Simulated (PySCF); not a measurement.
Si(F)(NMe2) (C2H6FNSi), SMILES CN(C)[Si]F (connectivity only; charge and spin as stated), neutral, multiplicity 1.

Geometry optimised at PBE-D3(BJ)/def2-SVP. The values are those of a single conformer.

Calculation: PySCF 2.14.0 with TDA-ωB97X/def2-SVPD.

Vertical excitations.  State labels are in the subgroup Cs.

Computed excitation energies, oscillator strengths and character:
| state | symmetry | energy (eV) | λ (nm) | f | main pairs |
|---|---|---|---|---|---|
| S1 | A" | 5.37 | 231 | 0.146 | HOMO→LUMO 95 % |
| S2 | A' | 5.85 | 212 | 0.163 | HOMO−1→LUMO 92 % |
| S3 | A" | 6.91 | 179 | 0.002 | HOMO−1→LUMO+1 87 % |
| S4 | A' | 7.14 | 174 | 0.305 | HOMO→LUMO+1 65 %, HOMO→LUMO+2 26 % |
| S5 | A" | 7.23 | 172 | 0.000 | HOMO−1→LUMO+2 83 % |
| S6 | A' | 7.98 | 155 | 0.029 | HOMO→LUMO+2 57 %, HOMO→LUMO+1 22 %, HOMO→LUMO+3 12 % |
| S7 | A' | 8.17 | 152 | 0.571 | HOMO→LUMO+3 42 %, HOMO→LUMO+4 32 %, HOMO→LUMO+5 17 % |
| S8 | A" | 8.47 | 146 | 0.033 | HOMO−1→LUMO+4 67 %, HOMO−3→LUMO 14 % |
| S9 | A" | 8.69 | 143 | 0.114 | HOMO−3→LUMO 45 %, HOMO−2→LUMO 21 %, HOMO−1→LUMO+4 20 % |
| S10 | A" | 8.87 | 140 | 0.029 | HOMO−1→LUMO+3 67 %, HOMO−1→LUMO+5 22 % |
| T1 | A" | 3.27 | 379 | 0 | HOMO→LUMO 97 % |
| T2 | A' | 4.24 | 292 | 0 | HOMO−1→LUMO 95 % |
| T3 | A' | 5.40 | 230 | 0 | HOMO→LUMO+1 64 %, HOMO→LUMO+2 15 % |
| T4 | A" | 6.79 | 183 | 0 | HOMO−1→LUMO+1 82 % |
Triplets are in the Tamm–Dancoff approximation.
